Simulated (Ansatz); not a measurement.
Start from `[NH2][SnH2][Cl]` and change one atom or group to get `[Cl][SnH2][Br]`.

Ansatz, PBE0-D4/def2-TZVP geometries, multiplicity 1. Each molecule was computed in one conformer, which needn't be the lowest.

Elements past krypton have def2 core potentials. Scalar relativity is left out up to krypton. Spin–orbit coupling is left out; it splits and shifts lone-pair levels of the heavy atoms by tenths of an eV.

| property | `[NH2][SnH2][Cl]` |
| --- | --- |
| LUMO energy (B3LYP/def2-TZVPP) / eV | -0.88 |
| HOMO energy (PBE0/def2-TZVPP) / eV | -7.79 |
| HOMO–LUMO gap (PBE0/def2-TZVPP) / eV | 7.23 |
| HOMO–LUMO gap (ωB97M-V/def2-TZVPP) / eV | 11.27 |
| LUMO energy (PBE/def2-TZVPP) / eV | -1.48 |
| HOMO energy (PBE/def2-TZVPP) / eV | -6.38 |

(1) What does the change do to each property? (Best estimate.)

Results:

(1) Ansatz gave: 
| property | `[Cl][SnH2][Br]` | shift |
| --- | --- | --- |
| LUMO energy (B3LYP/def2-TZVPP) / eV | -1.87 | -0.99 |
| HOMO energy (PBE0/def2-TZVPP) / eV | -8.55 | -0.76 |
| HOMO–LUMO gap (PBE0/def2-TZVPP) / eV | 6.98 | -0.25 |
| HOMO–LUMO gap (ωB97M-V/def2-TZVPP) / eV | 11.08 | -0.19 |
| LUMO energy (PBE/def2-TZVPP) / eV | -2.47 | -0.99 |
| HOMO energy (PBE/def2-TZVPP) / eV | -7.27 | -0.89 |

With PBE0 the HOMO falls by 0.76 eV and the LUMO falls by 1.01 eV, so the gap narrows by about 0.25 eV. PBE moves the HOMO by -0.89 eV and ωB97M-V by -0.63 eV.

B3LYP here is the variant with VWN-RPA as its local correlation; programs differ in this.
